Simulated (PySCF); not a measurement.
## Ga: ionisation energy

Ga [Ar] 3d10 4s2 4p1 (2P) → Ga⁺ [Ar] 3d10 4s2 (1S), as a difference of total energies. All numbers are calculated (PySCF 2.14, scalar relativity through the core potential, in aug-cc-pwCVDZ-PP with ECP10MDF). Correlated levels: valence: 3s2 3p6 3d10 frozen; valence and next inner shell: nothing frozen outside the core potential. The calculations carry no spin-orbit coupling.

| method | ionisation energy (eV) | error (eV) |
| --- | --- | --- |
| UHF | 5.525 | -0.406 |
| LDA | 5.996 | +0.065 |
| PBE | 5.925 | -0.006 |
| PBE0 | 5.951 | +0.020 |
| r2SCAN | 6.079 | +0.148 |
| r2SCAN0 | 6.075 | +0.144 |
| PW91 | 5.973 | +0.042 |
| revPBE | 5.897 | -0.034 |
| wB97X | 5.799 | -0.132 |
| MP2 (valence) | 5.688 | -0.243 |
| SCS-MP2 (valence) | 5.665 | -0.266 |
| MP2 (valence and next inner shell) | 5.732 | -0.199 |
| SCS-MP2 (valence and next inner shell) | 5.681 | -0.250 |

Reference: 5.931 eV (measured; NIST levels, between the centres of gravity of the two terms).

Errors of the correlated levels include the incompleteness of this basis and the frozen core.
